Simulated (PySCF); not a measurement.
Fractional electron number in Fe (iron, neutral)

The 4s beta orbital of [Ar] 3d6 4s2 is emptied in steps (occupation f), with all orbitals relaxed, ending at [Ar] 3d6 4s1. Calculation: PySCF 2.14, in jorge-DZP-DKH (8s6p2d1f, 43 functions); scalar relativity by spin-free X2C-1e. The exact energy is a straight line in f; departures are measured from the line between the end points of the same method.

```json
{"f": "1", "MN15 (eV)": "0.000"}
{"f": "0.75", "MN15 (eV)": "-0.286"}
{"f": "0.5", "MN15 (eV)": "-0.335"}
{"f": "0.25", "MN15 (eV)": "-0.179"}
{"f": "0", "MN15 (eV)": "0.000"}
```

For MN15, how does the orbital energy at f = 1 compare with the removal energy?

−ε = 6.161 eV against a total-energy difference of 7.787 eV. By Janak's theorem ε = ∂E/∂f, so the gap between them reflects the curvature. Along the path −ε is 7.123 (f = 0.75), 8.044 (f = 0.5), 8.597 (f = 0.25) eV.

As f goes to zero the orbital energy of a semilocal functional can turn back, because the density of that orbital vanishes from the exchange-correlation potential.

Reference removal energy between the ground levels: 7.902 eV (measured; NIST Atomic Spectra Database, ionization energies). The calculation has no spin-orbit coupling.
